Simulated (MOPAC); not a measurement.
MOPAC input (AM1):

```
AM1 PRECISE GNORM=0.05 LET XYZ CHARGE=-1 GEO-OK AUX(PRECISION=9) THREADS=1
H4BN2O

N     1.38397500 1   -0.41132400 1    0.37474900 1
B     0.11002600 1   -0.03673200 1    0.01435600 1
N    -1.15461700 1   -0.83298900 1   -0.01215600 1
O    -0.14619000 1    1.30553500 1   -0.44950800 1
H     1.45996500 1   -1.37931900 1    0.68127400 1
H    -1.99688800 1   -0.28178200 1    0.09352400 1
H    -1.17347300 1   -1.60597300 1    0.63637900 1
H     0.72427200 1    1.71664800 1   -0.42504000 1
```

From the output:

```
                                                       MOPAC v23.2.5 Linux

          FINAL HEAT OF FORMATION =       -114.53515 KCAL/MOL =    -479.21505 KJ/MOL

          COSMO AREA              =         93.06 SQUARE ANGSTROMS
          COSMO VOLUME            =         75.23 CUBIC ANGSTROMS

          GRADIENT NORM           =          0.04180          =       0.01478 PER ATOM
          IONIZATION POTENTIAL    =          2.878232 EV
          HOMO LUMO ENERGIES (EV) =         -2.878  9.208
          NO. OF FILLED LEVELS    =         12
          MOLECULAR WEIGHT        =         58.8544         POINT GROUP:  C1

          MOLECULAR DIMENSIONS (Angstroms)

            Atom       Atom       Distance
            H     8    H     7     3.75724
            H     6    H     5     3.52067
            N     3    H     8     0.69013

          SCF CALCULATIONS        =         37

   ATOM   CHEMICAL          X               Y               Z
  NUMBER   SYMBOL      (ANGSTROMS)     (ANGSTROMS)     (ANGSTROMS)

     1       N          1.38045971  *  -0.41206227  *   0.34281873  *
     2       B          0.13408647  *  -0.07671363  *   0.02429566  *
     3       N         -1.11432776  *  -0.89274811  *  -0.02424125  *
     4       O         -0.18819592  *   1.29487070  *  -0.37446271  *
     5       H          1.42089826  *  -1.37422245  *   0.57170747  *
     6       H         -1.86525120  *  -0.27369191  *  -0.24139829  *
     7       H         -1.25292160  *  -1.22652800  *   0.90523453  *
     8       H          0.66262654  *   1.72296849  *  -0.41687181  *

                             CARTESIAN COORDINATES

   1    N        1.380459711    -0.412062271     0.342818727
   2    B        0.134086474    -0.076713630     0.024295660
   3    N       -1.114327763    -0.892748111    -0.024241248
   4    O       -0.188195916     1.294870702    -0.374462713
   5    H        1.420898255    -1.374222454     0.571707465
   6    H       -1.865251196    -0.273691906    -0.241398290
   7    H       -1.252921605    -1.226528003     0.905234531
   8    H        0.662626536     1.722968489    -0.416871813

           Empirical Formula: H4 N2 O B  =     8 atoms

      MOLECULAR POINT GROUP   :   C1

                  EIGENVALUES
 -30.52303 -27.24888 -24.38413 -13.51039 -11.17429 -10.49402  -9.33069  -7.16394
  -7.10996  -5.31649  -3.85841  -2.87823   9.20764   9.68931  10.55373  11.40665
  11.52036  11.82472  13.73235  14.94467

              NET ATOMIC CHARGES AND DIPOLE CONTRIBUTIONS

  ATOM NO.   TYPE          CHARGE      No. of ELECS.   s-Pop       p-Pop
    1          N          -0.582249        5.5822     1.72541     3.85684
    2          B          -0.046623        3.0466     1.14492     1.90170
    3          N          -0.366197        5.3662     1.61742     3.74878
    4          O          -0.422535        6.4225     1.86512     4.55741
    5          H           0.060124        0.9399     0.93988
    6          H           0.094914        0.9051     0.90509
    7          H           0.087710        0.9123     0.91229
    8          H           0.174856        0.8251     0.82514
 DIPOLE           X         Y         Z       TOTAL
 POINT-CHG.    -1.868     0.557    -0.111     1.953
 HYBRID        -0.745     0.105     0.746     1.060
 SUM           -2.613     0.662     0.635     2.770

          ATOMIC ORBITAL ELECTRON POPULATIONS

     Atom    s        px        py        pz
    1  N   1.72541   1.21553   1.13676   1.50455
    2  B   1.14492   0.71136   0.61915   0.57119
    3  N   1.61742   1.12139   1.38099   1.24639
    4  O   1.86512   1.30854   1.35538   1.89349
    5  H   0.93988
    6  H   0.90509
    7  H   0.91229
    8  H   0.82514

 **********************
 *                    *
 * JOB ENDED NORMALLY *
 *                    *
 **********************

 == MOPAC DONE ==
```

The dipole moment of an ion depends on the origin.

The geometry given is a B3LYP-D3(BJ)/def2-TZVP minimum.
